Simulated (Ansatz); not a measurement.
Cd7Te7H20⁺. Charge 1, multiplicity 2. Geometry r2SCAN-D4/def2-SVP, that of the neutral singlet; atoms count from 1.

```xyz
34

Cd    1.6539    3.5284   -1.9699
Cd   -1.9692   -3.6015   -0.5043
Cd   -2.3378    2.7739   -0.4354
Cd    2.5297    0.6906   -3.0715
Cd    3.9184    0.0743    0.1177
Cd    1.0275    0.3348    2.9545
Cd   -0.5417    3.5458    1.9939
Te    0.4740   -2.6534   -1.9202
Te   -0.3752    1.0370   -1.9473
Te    2.0358    2.4410    0.9476
Te   -3.6851   -1.1857   -0.8330
Te   -1.2325   -3.2509    2.3517
Te   -1.7236    0.5802    1.7971
Te    2.0137   -1.9033    1.4008
H     0.7719    4.9564   -1.9186
H     2.9806    2.5090   -2.6203
H    -2.6131   -5.1043   -0.9769
H    -3.8921    2.6383   -1.0766
H     2.4456    0.0284   -4.6271
H     3.0582   -0.0896   -1.4671
H     5.4087    0.2670    0.8833
H     1.2748    0.6466    4.6023
H    -1.1870    3.9763    0.3184
H    -0.5532    4.0931    3.5853
H    -0.3335   -2.7503   -3.3841
H     0.9068   -4.2719   -2.0711
H    -1.0489    1.4157   -3.4232
H     3.0744    3.3603    1.8679
H    -4.6237   -2.0787   -1.9108
H    -4.6806   -1.7068    0.4037
H    -2.7048   -3.9917    2.7386
H    -0.5299   -4.7726    2.3542
H    -2.5406    0.9133    3.2124
H     2.9985   -2.4499    2.6281
```

In the def2 sets Cd, Te take a core potential; there is no spin–orbit coupling. Single mean-field runs in def2-TZVP are fitted with def2-universal-jkfit.

Q: Estimate the Mulliken populations of the heavy atoms from the PBE0/def2-TZVP orbitals of Ansatz.

A: 
| atom | charge (e) | spin (α − β) | d electrons |
| --- | --- | --- | --- |
| Cd1 | 0.41 | 0.01 | 9.96 |
| Cd2 | 0.34 | 0.00 | 9.98 |
| Cd3 | 0.41 | 0.00 | 9.97 |
| Cd4 | 0.37 | 0.00 | 9.97 |
| Cd5 | 0.40 | 0.00 | 9.96 |
| Cd6 | 0.40 | -0.02 | 9.98 |
| Cd7 | 0.40 | 0.00 | 9.97 |
| Te8 | -0.08 | 0.00 | – |
| Te9 | -0.61 | 0.05 | – |
| Te10 | -0.40 | 0.30 | – |
| Te11 | -0.03 | 0.00 | – |
| Te12 | -0.05 | 0.00 | – |
| Te13 | -0.51 | 0.14 | – |
| Te14 | -0.35 | 0.32 | – |
Mulliken values depend strongly on the basis.

Q: Where does the spin sit?

A: Summed by element: Cd -0.02, Te 0.81, H 0.20, of 1 unpaired in all. Largest on single atoms: Te14 0.32, Te10 0.30, Te13 0.14.

Q: And the Mayer bond orders between heavy atoms (over 0.3)?

A: Cd2–Te8 0.42 (2.98 Å); Cd2–Te11 0.45 (2.98 Å); Cd2–Te12 0.43 (2.97 Å); Cd3–Te9 0.32 (3.03 Å); Cd6–Te13 0.42 (2.99 Å); Cd6–Te14 0.50 (2.90 Å); Cd7–Te10 0.30 (2.99 Å).
